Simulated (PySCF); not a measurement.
HNaO, SMILES [OH][Na].

Coordinates come from a ωB97X-D3(BJ)/def2-TZVPD optimisation. The isomer is the one that the SMILES or the coordinates give; other isomers of the formula were not compared.

The numbers are results of PySCF with TDA-B3LYP/def2-TZVPD, not measurements.

Vertical excitations; the highest root listed may be one member of a degenerate set. Gas-phase values at a fixed geometry. State labels are in the subgroup C2v.

Computed lowest excited states:
```
state  symmetry  energy (eV)  λ (nm)      f                                   main pairs
-----  --------  -----------  ------  -----  -------------------------------------------
S1           B1         2.61     475  0.012                   HOMO→LUMO (degenerate set)
S2           B2         2.61     475  0.012                 HOMO−1→LUMO (degenerate set)
S3           A1         4.41     281  0.000  HOMO→LUMO+1, HOMO−1→LUMO+2 (degenerate set)
S4           A2         4.41     281  0.000  HOMO−1→LUMO+1, HOMO→LUMO+2 (degenerate set)
S5           A2         4.45     279  0.000         HOMO→LUMO+2 48 %, HOMO−1→LUMO+1 48 %
S6           B1         4.63     268  0.040                 HOMO→LUMO+3 (degenerate set)
S7           B2         4.63     268  0.040               HOMO−1→LUMO+3 (degenerate set)
S8           A1         4.69     264  0.018         HOMO−1→LUMO+2 49 %, HOMO→LUMO+1 49 %
S9           B1         5.35     232  0.018                 HOMO→LUMO+4 (degenerate set)
S10          B2         5.35     232  0.018               HOMO−1→LUMO+4 (degenerate set)
T1           B1         2.56     484      0                   HOMO→LUMO (degenerate set)
T2           B2         2.56     484      0                 HOMO−1→LUMO (degenerate set)
T3           A1         4.36     285      0         HOMO→LUMO+1 47 %, HOMO−1→LUMO+2 47 %
T4           A1         4.38     283      0         HOMO−1→LUMO+2 47 %, HOMO→LUMO+1 47 %
```
Triplets are in the Tamm–Dancoff approximation.
